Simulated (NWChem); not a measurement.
# trimethylsulfonium (C$_{3}$H$_{9}$S cation); SMILES C[S+](C)C

All runs: NWChem. Pople sets run with spherical d functions. STO-3G and 3-21G are far too small for this property and stand as cheap habits. The geometry was optimised at B3LYP/6-31G* (spherical d). Vertical excitations in the gas phase; the lowest state need not have the same character in each row.

| level | basis functions | lowest excitation, singlet (eV) | oscillator strength of that lowest state | orbital gap (eV) | relative time |
|---|---|---|---|---|---|
| Hartree-Fock/3-21G, CIS | 58 | 9.78 | 0.153 | 17.14 | 1 |
| Hartree-Fock/6-31G*, CIS | 78 | 9.25 | 0.144 | 16.82 | 4 |
| Hartree-Fock/6-31+G*, CIS | 94 | 9.15 | 0.145 | 15.62 | 7 |
| Hartree-Fock/def2-SVP, CIS | 105 | 9.44 | 0.128 | 17.03 | 9 |

The last column is a rough cost ratio, cheapest run = 1.
